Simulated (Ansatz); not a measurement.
**Molecular dynamics, step by step**

CuSiH₃F (charge +1), closed shell, PBE0-D4/def2-SVP (Ansatz 0.2.0). Settings (timestep in fs, temperature in K; T counts 12 degrees of freedom):

```yaml
hamiltonian: {xc: pbe0, dispersion: d4}
md: {n_steps: 60, timestep: 0.5, temperature: 300, ensemble: nve, seed: 263, initial_velocities: maxwell_boltzmann}
```

Start:

```
atom    x (Å)    y (Å)    z (Å)
 Cu1   0.0911   0.0382  -2.9422
 Si2  -0.0223  -0.0077   0.7177
  F3   0.0309  -0.0094  -0.9711
  H4   0.7302  -1.2172   1.0907
  H5  -1.4623  -0.0631   1.0203
  H6   0.6325   1.2592   1.0847
```

```csv
step,time (fs),potential energy less the start (meV),kinetic energy (meV),T (K)
0,0.00,0.0,155.1,300
4,2.00,31.2,124.2,240
8,4.00,70.0,85.4,165
12,6.00,86.1,69.2,134
16,8.00,108.5,46.9,91
20,10.00,122.4,33.2,64
24,12.00,90.4,65.0,126
28,14.00,36.7,118.4,229
32,16.00,22.5,132.8,257
36,18.00,28.2,127.2,246
40,20.00,28.7,126.5,245
44,22.00,58.6,96.7,187
48,24.00,107.8,47.7,92
52,26.00,127.8,27.7,54
56,28.00,107.5,47.9,93
60,30.00,88.7,66.7,129
```

Step 16, positions (Å) and forces (eV/Å):

```json
{"atom": "Cu1", "x": "0.089", "y": "0.041", "z": "-2.946", "Fx": "-0.012", "Fy": "-0.006", "Fz": "0.179"}
{"atom": "Si2", "x": "-0.017", "y": "-0.004", "z": "0.728", "Fx": "-0.635", "Fy": "-0.029", "Fz": "0.274"}
{"atom": "F3", "x": "0.042", "y": "-0.033", "z": "-0.974", "Fx": "0.082", "Fy": "0.088", "Fz": "-0.452"}
{"atom": "H4", "x": "0.680", "y": "-1.299", "z": "1.064", "Fx": "-0.102", "Fy": "0.641", "Fz": "0.090"}
{"atom": "H5", "x": "-1.476", "y": "0.065", "z": "1.030", "Fx": "0.094", "Fy": "-0.408", "Fz": "-0.055"}
{"atom": "H6", "x": "0.453", "y": "1.353", "z": "1.114", "Fx": "0.573", "Fy": "-0.286", "Fz": "-0.035"}
```

Step 40, positions (Å) and forces (eV/Å):

| atom | x | y | z | Fx | Fy | Fz |
| --- | --- | --- | --- | --- | --- | --- |
| Cu1 | 0.087 | 0.046 | -2.949 | 0.003 | -0.011 | 0.110 |
| Si2 | -0.034 | 0.010 | 0.746 | 0.240 | 0.362 | -0.389 |
| F3 | 0.063 | -0.064 | -0.997 | -0.028 | 0.096 | 0.547 |
| H4 | 0.712 | -1.171 | 1.197 | 0.100 | -0.261 | 0.002 |
| H5 | -1.496 | -0.087 | 1.010 | 0.160 | 0.188 | -0.035 |
| H6 | 0.698 | 1.279 | 1.123 | -0.476 | -0.374 | -0.235 |

Step 44, positions (Å) and forces (eV/Å):

| atom | x | y | z | Fx | Fy | Fz |
| --- | --- | --- | --- | --- | --- | --- |
| Cu1 | 0.086 | 0.047 | -2.950 | 0.006 | -0.015 | 0.105 |
| Si2 | -0.038 | 0.013 | 0.747 | 0.711 | -0.634 | -0.278 |
| F3 | 0.067 | -0.068 | -0.998 | -0.053 | 0.087 | 0.613 |
| H4 | 0.746 | -1.180 | 1.236 | -0.352 | 0.281 | -0.279 |
| H5 | -1.498 | -0.115 | 1.003 | 0.157 | 0.275 | -0.016 |
| H6 | 0.738 | 1.239 | 1.106 | -0.469 | 0.005 | -0.144 |

Last step (60):

```
atom    x (Å)    y (Å)    z (Å)
 Cu1   0.0843   0.0500  -2.9497
 Si2  -0.0431   0.0151   0.7463
  F3   0.0796  -0.0842  -0.9925
  H4   0.7192  -1.1008   1.2663
  H5  -1.4903  -0.1128   0.9820
  H6   0.7675   1.2232   1.0274
```

Hardware: 4 CPU threads of an AMD EPYC 7R43, shared host. Wall time about 92 s.
